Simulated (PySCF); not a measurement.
Vertical excitations of a molecule C4H7NO from TDDFT-LC-ωPBE/def2-SVPD (PySCF), as energy in eV (oscillator strength): 3.68 (0.000), 4.59 (0.001), 6.80 (0.391), 7.49 (0.000), 7.96 (0.007), 8.05 (0.002), 8.42 (0.012), 8.73 (0.000), 8.92 (0.000), 9.04 (0.018). Lowest triplet (TDA): 3.04 eV. Coordinates come from a ωB97X-D3(BJ)/def2-SVP optimisation. Other conformers were not sampled.

**Question.** Which molecule gave these data?
A. CC/N=C\C=O
B. C/C=N/C(C)=O
C. C/N=C/CC=O
D. C/N=C(\C)C=O

**Answer.** D, C/N=C(\C)C=O
